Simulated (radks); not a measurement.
Values are calculated unless marked as measured or tabulated.
Question: The mean radii <r> (bohr) of the occupied orbitals of an atom or ion are listed with their occupations. Code: a radial shooting solver on a logarithmic mesh with Libxc functionals. Model: scalar-relativistic Kohn-Sham, SCAN, spin-polarised, spherical densities, finite nucleus; meta-GGA in the generalised Kohn-Sham scheme; Fermi nuclear charge, rms radius of each element as measured or else 0.836 A^(1/3) + 0.57 fm.

| orbital | occ. | <r> |
|---|---|---|
| 1s up | 1 | 0.02074 |
| 1s down | 1 | 0.02074 |
| 2s up | 1 | 0.08805 |
| 2s down | 1 | 0.08804 |
| 2p up | 3 | 0.07806 |
| 2p down | 3 | 0.07806 |
| 3s up | 1 | 0.2296 |
| 3s down | 1 | 0.2294 |
| 3p up | 3 | 0.2288 |
| 3p down | 3 | 0.2286 |
| 3d up | 5 | 0.2081 |
| 3d down | 5 | 0.2078 |
| 4s up | 1 | 0.5182 |
| 4s down | 1 | 0.5187 |
| 4p up | 3 | 0.5489 |
| 4p down | 3 | 0.5496 |
| 4d up | 5 | 0.5943 |
| 4d down | 5 | 0.5953 |
| 5s up | 1 | 1.222 |
| 5s down | 1 | 1.228 |
| 5p up | 3 | 1.393 |
| 5p down | 1 | 1.397 |
| 4f up | 7 | 0.7576 |
| 4f down | 3 | 0.7641 |
| 5f up | 2 | 3.704 |

Name the element and its charge. Open shells, if any, are filled with parallel spins first.

Answer: Z = 67, holmium, charge +3: Ho3+ in [Kr] 4d10 4f10 5s2 5p4 5f2. The 1s radius gives Z: for a bare nucleus <r> = (2 gamma + 1)/(2Z) with gamma = sqrt(1 - (Z/c)^2), 0.02048 bohr for Z = 67, and screening makes it slightly larger (0.02074 here). The occupations add up to 64, and the charge is Z minus that.
